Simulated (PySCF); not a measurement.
C3H6BNO, SMILES C#CB(O)NC. Geometry: PBE0-D3(BJ)/def2-SVP. The structure was generated by enumeration, and PubChem lists no compound with its InChIKey, so it may never have been made. Other conformers were not sampled.

Computed with PBE0-D3(BJ)/def2-SVP (PySCF).

Harmonic wavenumbers (cm⁻¹): 135, 142, 165, 245, 265, 440, 460, 552, 610, 672, 682, 726, 743, 981, 1089, 1148, 1189, 1323, 1349, 1452, 1468, 1481, 1595, 2193, 3027, 3094, 3164, 3478, 3641, 3944. Rotational constants (GHz): 4.242, 3.074, 1.803; symmetry number 1.

Work out the zero-point energy and the ideal-gas rigid-rotor harmonic-oscillator thermochemistry at 298.15 K and 1 atm.

ZPE = ½ Σ hcν = ½ × 41455 cm⁻¹ = 247.96 kJ/mol. H − E(el) = 269.32 kJ/mol. Entropy in J/(mol K): translation 163.84, rotation 113.04, vibration 65.49, total 342.37. G − E(el) = 167.24 kJ/mol. Cp = 113.09 J/(mol K). Modes under 150 cm⁻¹ make the vibrational entropy uncertain.
